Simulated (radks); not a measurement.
Problem. All-electron atom: Cs38+ in [Ne] 3s2 3p5. All-electron calculation, Dirac Kohn-Sham, PBE, spin-unpolarised, spherical densities, finite nucleus; open shells fill j = l - 1/2 first; Fermi nuclear charge, rms radius 4.8041 fm. Program: a radial shooting solver on a logarithmic mesh with Libxc functionals. Some entries of the table are withheld. Estimate them.

| orbital | occ. | eigenvalue (Ry) | <r^2> (bohr^2) |
|---|---|---|---|
| 1s1/2 | 2 | (1) | 0.0009249 |
| 2s1/2 | 2 | -567.7559 | (2) |
| 2p1/2 | 2 | (3) | (4) |
| 2p3/2 | 4 | (5) | (6) |
| 3s1/2 | 2 | -215.6245 | 0.08443 |
| 3p1/2 | 2 | (7) | 0.07749 |
| 3p3/2 | 3 | (8) | 0.08266 |

Solution. 
(1) 1s1/2 eigenvalue (Ry): -2789.426
(2) 2s1/2 <r^2> (bohr^2): 0.01442
(3) 2p1/2 eigenvalue (Ry): -545.0113
(4) 2p1/2 <r^2> (bohr^2): 0.01060
(5) 2p3/2 eigenvalue (Ry): -518.6007
(6) 2p3/2 <r^2> (bohr^2): 0.01180
(7) 3p1/2 eigenvalue (Ry): -207.1921
(8) 3p3/2 eigenvalue (Ry): -200.7655
